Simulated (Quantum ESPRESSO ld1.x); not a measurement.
Results of a calculation; reference values are marked as such.
The aim is the praseodymium ion Pr3+ in [Xe] 4f2. This ld1.x (Quantum ESPRESSO 7.5) run was made with `OMP_NUM_THREADS=1 ld1.x < ld1.in > ld1.out`. Can the result be used? Name any fault.

```
 &input
    zed=59.0,
    iswitch=1,
    rel=1,
    lsd=1,
    dft='PZ',
    config='[Xe] 4f2 1p1',
    prefix='ld1',
    max_out_wfc=37,
    file_charge='ld1.rho',
 /
```

Output (excerpt):

```
     Program LD1 v.7.5 starts

 %%%%%%%%%%%%%%%%%%%%%%%%%%%%%%%%%%%%%%%%%%%%%%%%%%%%%%%%%%%%%%%%%%%%%%%%%%%%%%
     Error in routine el_config (13):
     main/angular quantum number mismatch
 %%%%%%%%%%%%%%%%%%%%%%%%%%%%%%%%%%%%%%%%%%%%%%%%%%%%%%%%%%%%%%%%%%%%%%%%%%%%%%

     stopping ...
```

Answer. No (refused). The line at issue: config='[Xe] 4f2 1p1'. The program stops in el_config with "main/angular quantum number mismatch": l must be smaller than n. The sound input gives -9229.211 hartree.
